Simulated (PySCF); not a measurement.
C₃H₄FNSi, SMILES F[Si@H]1C=CC=N1. Geometry: ωB97X-D3(BJ)/def2-SVP. The structure was generated by enumeration; whether it is a known compound was not checked.

Computed equilibrium geometry at ωB97X-D3(BJ)/def2-SVP (PySCF confirms it by a frequency run) as a Z-matrix:
```
C
C 1 1.3446
H 1 1.0922 2 122.89
H 2 1.0960 1 125.43 3 0.33
C 2 1.5156 4 120.58 1 -179.75
N 5 1.2764 2 119.89 4 179.61
H 5 1.1047 6 121.20 2 179.91
Si 6 1.7727 5 106.37 7 -178.01
F 8 1.6228 6 111.47 5 -120.66
H 8 1.4803 9 107.35 6 123.50
```
